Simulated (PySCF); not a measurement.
CH5FOSi2, SMILES [Si@@H]1(F)[SiH2]OC1.

Geometry: PBE-D3(BJ)/def2-SVP. The structure was generated by enumeration; whether it is a known compound was not checked.

Method: TDA-B3LYP/def2-SVPD run with PySCF 2.14.0.

Vertical excitations. Gas-phase values at a fixed geometry.

```csv
state,energy (eV),λ (nm),f,main pairs
S1,5.69,218,0.019,HOMO→LUMO 91 %
S2,5.86,212,0.018,HOMO−1→LUMO 95 %
S3,6.21,200,0.011,HOMO→LUMO+1 89 %
S4,6.32,196,0.045,"HOMO−1→LUMO+1 75 %, HOMO−2→LUMO 13 %"
S5,6.36,195,0.019,HOMO−2→LUMO 83 %
S6,6.64,187,0.044,"HOMO→LUMO+2 64 %, HOMO−1→LUMO+2 31 %"
S7,6.81,182,0.007,HOMO−2→LUMO+1 89 %
S8,7.06,176,0.156,"HOMO−1→LUMO+2 59 %, HOMO→LUMO+2 21 %"
S9,7.21,172,0.013,HOMO→LUMO+3 94 %
S10,7.28,170,0.001,HOMO−2→LUMO+2 94 %
T1,5.11,243,0,HOMO→LUMO 82 %
T2,5.38,230,0,"HOMO→LUMO+1 74 %, HOMO−1→LUMO+1 13 %"
T3,5.47,227,0,HOMO−1→LUMO 87 %
T4,5.84,212,0,"HOMO−1→LUMO+1 72 %, HOMO→LUMO+1 13 %"
```
Triplets are in the Tamm–Dancoff approximation.
